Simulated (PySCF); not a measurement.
C4H4BFO, SMILES B(F)(C#C)C(C)=O.

Geometry: B3LYP-D3(BJ)/def2-SVP. The structure was generated by enumeration, and PubChem lists no compound with its InChIKey, so it may never have been made. One conformer was computed; it need not be the lowest.

Vertical ionisation energy (IE) and electron affinity (EA) in eV. Rows of orbital energies are one-electron estimates. Where ΔSCF, EOM or ADC give a negative EA the extra electron is unbound and the value depends on the basis.

| level | IE | EA |
|---|---|---|
| −ε(HOMO), −ε(LUMO), B3LYP/def2-TZVP (PySCF) | [?] | [?] |
| −ε(HOMO), −ε(LUMO), PBE/def2-TZVP (PySCF) | 5.71 | 2.84 |

Q: Fill in the missing entries. (The exact figures need the calculation; the answer reports its results.)

A: 
- −ε(HOMO), −ε(LUMO), B3LYP/def2-TZVP (PySCF), IE: 6.99
- −ε(HOMO), −ε(LUMO), B3LYP/def2-TZVP (PySCF), EA: 2.16
